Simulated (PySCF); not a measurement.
# Stationary points of [TiF3]+

Computed with PBE0 in PySCF with Ti def2-TZVP, F def2-TZVP; no relativity; density-fitted integrals.

Relaxations began from a few typed shapes. The search is not exhaustive: other isomers or separated fragments can lie lower, and high-lying points may rest on an excited occupation.

```
   spin  group              bonds              angles  imaginary modes (cm⁻¹)  ΔE (kJ/mol)  ΔE with ZPE (kJ/mol)
singlet    C3v  Ti–F 1.687 Å (×3)  F–Ti–F 112.6° (×3)                    none          0.0                   0.0
singlet    D3h  Ti–F 1.693 Å (×3)  F–Ti–F 120.0° (×3)                    127i          7.4                     –
```

The lowest minimum found is the singlet C3v: Ti–F 1.687 Å (×3); F–Ti–F 112.6° (×3).

Formally Ti is in oxidation state +4, d0. A d0 centre has no lone pair, yet it is C3v rather than trigonal planar: covalent bonding through the d orbitals favours lower symmetry. The polar-tensor charge on Ti, 2.69, is below the formal one.
